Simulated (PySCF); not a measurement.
Polarisability and C₆ of W²⁺ (tungsten, charge +2)

[Xe] 4f14 5d3 6s1, high-spin 5F determinant (an excited configuration). Calculation: PySCF 2.14, in def2-QZVPPD with the def2 core potential (60 electrons) (7s6p4d3f2g, 84 functions); scalar relativity through the core potential. Coupled (time-dependent) response in atomic units; α is the mean over directions.

```
method  mean α (bohr³)  C₆ (like pair)  S(−4)
   UHF           28.06           195.9  392.3
   PBE           22.56           154.5  216.9
  PBE0           23.53           161.4  244.8
```

S(−4) is the Cauchy moment in α(ω) = α(0) + S(−4) ω² + …

Spin-orbit coupling is absent.

α(iu) at PBE0:

```json
{"u (hartree)": "0", "α(iu) (bohr³)": "23.53"}
{"u (hartree)": "0.0500", "α(iu) (bohr³)": "22.94"}
{"u (hartree)": "0.100", "α(iu) (bohr³)": "21.37"}
{"u (hartree)": "0.200", "α(iu) (bohr³)": "17.16"}
{"u (hartree)": "0.300", "α(iu) (bohr³)": "13.44"}
{"u (hartree)": "0.500", "α(iu) (bohr³)": "8.845"}
{"u (hartree)": "0.750", "α(iu) (bohr³)": "5.998"}
{"u (hartree)": "1.00", "α(iu) (bohr³)": "4.444"}
{"u (hartree)": "1.50", "α(iu) (bohr³)": "2.784"}
{"u (hartree)": "2.00", "α(iu) (bohr³)": "1.915"}
{"u (hartree)": "3.00", "α(iu) (bohr³)": "1.052"}
{"u (hartree)": "5.00", "α(iu) (bohr³)": "0.4442"}
```

For an ion, C₆ is the dispersion term alone; charge-induced terms of lower order in 1/R come first.

Energies and moments cover only the electrons outside the core potential. Spin-orbit coupling, absent here, splits the open shell strongly.
